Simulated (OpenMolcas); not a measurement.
## Zn: effect of the IPEA shift

| Property | Result |
| --- | --- |
| Program | OpenMolcas |
| Basis | ANO-RCC-VTZP [6s5p3d2f1g] |
| Scalar Hamiltonian | DKH2, point nucleus |
| Active space | 2 electrons in 4 orbitals (4s 4p) |
| State averaging | 2S+1 = 3 even, 3 roots; 2S+1 = 1 even, 1 root; 2S+1 = 3 odd, 3 roots; 2S+1 = 1 odd, 3 roots |
| Spin-orbit coupling | state interaction with AMFI integrals over the reference wave functions, term energies averaged over their components |

Methods on the same reference wave functions:
A. CASSCF
B. SS-CASPT2, IPEA 0 Eh, imaginary shift 0.1 Eh (closed shells correlated: 3d)
C. SS-CASPT2, IPEA 0.25 Eh, imaginary shift 0.1 Eh (closed shells correlated: 3d)

Energies in cm-1 above 4s2 1S0, the measured ground level; measured values from NIST Handbook of Basic Atomic Spectroscopic Data.

| Level | A | B | C | Measured |
| --- | --- | --- | --- | --- |
| 4s2 1S0 | 0.0 | 0.0 | 0.0 | 0.0 |
| 4s 4p 3P* 0 | 29056 | 31839 | 31982 | 32311 |
| 4s 4p 3P* 1 | 29217 | 31999 | 32142 | 32501 |
| 4s 4p 3P* 2 | 29541 | 32323 | 32466 | 32890 |
| 4s 4p 1P* 1 | 49954 | 50061 | 50360 | 46745 |

Deviations, from unrounded energies. A percentage is the sum of absolute deviations over the sum of measured energies, with the sign that they share, or ± where signs differ.

| Against measurement | Levels | A | B | C |
| --- | --- | --- | --- | --- |
| mean absolute deviation (cm-1) | 4 | 3300 | 1200 | 1200 |
| other configurations (%) | 4 | ±9.1 | ±3.4 | ±3.3 |

B, C lie about equally close to measurement and A furthest from it. The largest miss of C in the table is 4s 4p 1P* 1, by +3600 cm-1. The ranking rests on the paired levels alone, and a cruder setting can come out closer through cancelling errors.

Between B and C the level of the table that moves most is 4s 4p 1P* 1, by 300 cm-1 (lowest in B, highest in C).

The lowest spin-free term lies below A's lowest term by 0.494 hartree in B, 0.493 hartree in C.

Without dynamic correlation excited terms often stand tens of per cent too high (terms of higher spin than the ground term too low), and those without a measured partner can miss by more than the paired ones (holds for A). Measured partners are found by configuration, term and J. A level has none where our copy of the source lacks it or the pairing is in doubt (some pairs that miss far off the trend of their configuration count as doubtful), and it then counts in no deviation. Levels of configurations outside the active space are missing. Levels that lie high or do not pair safely by name in every column are left out.

* marks odd parity.
